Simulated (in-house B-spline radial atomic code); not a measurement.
# RPA and G0W0 on r2SCAN: neutral bismuth

Configuration [Xe] 4f14 5d10 6s2 6p3, highest spin, mean-field start r2SCAN. Computed with an all-electron radial atomic-structure program (B-spline basis): all electrons, scalar-relativistic (spin-free one-electron X2C), finite nucleus, each spin shell either full or empty, empty states to l = 9 with an (l + 1/2)⁻⁴ tail; G0W0 by contour deformation at full frequency.

Without the two-electron picture change, the correlation of inner shells comes somewhat too large for so heavy an element.

Spin-orbit coupling, left out, splits p levels strongly here.

Command:
```bash
python run_gw.py task.json out
```
Settings (radii: box in bohr, nucleus in fm):
```
Z                        83
electrons                83
configuration            [Xe] 4f14 5d10 6s2 6p3
hamiltonian              x2c
method                   r2scan
lmax                     9
rms_radius               5.5211
spin_polarised           True
box_radius               40
intervals                72
```

Cost of the run: 17 s on 1 thread of Arm Neoverse N1, with other jobs on the host.

Energies (hartree):

```
                                     term         value
                         mean-field total  -21535.61630
Hartree-Fock functional on these orbitals  -21529.40870
                      direct second order       -8.3626
                    second-order exchange        2.0675
                         SOSEX correction        1.9431
```

(1) What is the RPA correlation energy, and what remains with SOSEX?

Quasi-particle levels (eV):

| level | occupied | mean field | Σx - vxc | Σc | QP weight | G0W0 |
| --- | --- | --- | --- | --- | --- | --- |
| 6p up | yes | -5.562 | -2.99 | ? | ? | ? |
| 6p down | no | -2.585 | 4.37 | -2.41 | 0.880 | -0.630 |

G0W0 = mean field + (Σx - vxc) + Σc, with Σc (partial-wave tail included) taken at the quasi-particle energy. Only the outer levels were computed. Levels of low weight are left out.

(2) Where does G0W0 put 6p up?

Answers

(1) RPA gives -7.3193 hartree (-2.4 eV per electron); RPA + SOSEX gives -5.3762, and the second-order doubles -6.2952 hartree (no singles). RPA lacks exchange-type terms and so overcorrelates at short range.

(2) At -8.722 eV, with Σc = -0.17 eV and a quasi-particle weight of 0.863. The tabulated removal energy is 7.286 eV (NIST, measured); the calculation leaves out spin-orbit coupling, Breit and QED terms, and what these don't explain is the method's own error.
